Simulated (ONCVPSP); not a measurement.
Potentials for S (Z = 16) compared

Generated with ld1.x 7.5 (TM, RRKJ, ultrasoft, PAW), atompaw 4.2 or ONCVPSP 4.0.1. The cutoff is in Ry: for ld1.x and atompaw files where the sum of valence levels is converged to 10 mRy in a Bessel basis, for ONCV files where the hardest occupied wave has 1 mHa per electron of residual kinetic energy. The error is the largest all-electron minus pseudo excitation energy over each file’s own four to seven test configurations (ionisations up to +4, promotions, holes and added fractions of an electron), all of which were solved. The labels leave out finer settings (local radius, basis sizes, second energies), which also bear on the numbers. Spin-polarised tests are not counted. The rows are a selection from randomly drawn settings: files with unsolved tests, undetermined cutoffs or missed reference levels are left out.

A true bound ghost makes a file unfit for plane-wave use even where its test errors are small: the radial tests pick states by their node count and pass the ghost by.

```csv
potential,cutoff (Ry),largest error (meV),bound ghosts
"ONCV, PBEsol, scalar-relativistic, rc 1.25/1.55/1.20 (spd), local smoothed, core correction yes, reference 3s1 3p5, qcut 4.5/5.6/7.8, projectors 2/2/2",42,+13,none
"ONCV, LDA (Perdew-Zunger), scalar-relativistic, rc 1.15/1.30 (sp), local smoothed, core correction yes, reference 3s1 3p5, qcut 5.3/7.1, projectors 2/1",68,+23,s
"ONCV, PBE, fully relativistic, rc 0.95/0.70 (sp), local smoothed, core correction yes, reference 2s2 2p6 3s2 3p4, qcut 12.3/22.6, projectors 2/2",366,+14,none
"ONCV, PBE, non-relativistic, rc 1.45/1.60/1.25 (spd), local smoothed, core correction yes, reference 3s2 3p3, qcut 3.6/5.5/7.4, projectors 2/2/2",92,+120,none
```

Problem. Fill in the row for S: ONCV, LDA (Perdew-Wang 92), non-relativistic, rc 0.80/0.70 (sp), local smoothed, core correction yes, reference 2s2 2p6 3s2 3p4, qcut 13.8/20.2, projectors 2/2.

Solution. cutoff 326 Ry, largest error +21 meV, bound ghosts: none.

Problem. Fill in the row for S: ONCV, PBEsol, scalar-relativistic, rc 1.10/1.05 (sp), local smoothed, core correction yes, reference 3s2 3p2, qcut 4.9/6.3, projectors 2/2.

Solution. cutoff 256 Ry, largest error +25 meV, bound ghosts: p.

Problem. Fill in the row for S: ONCV, PBE, scalar-relativistic, rc 0.95/0.85 (sp), local smoothed, core correction yes, reference 2s2 2p6 3s1 3p5, qcut 11.8/17.5, projectors 2/3.

Solution. cutoff 235 Ry, largest error +19 meV, bound ghosts: none.
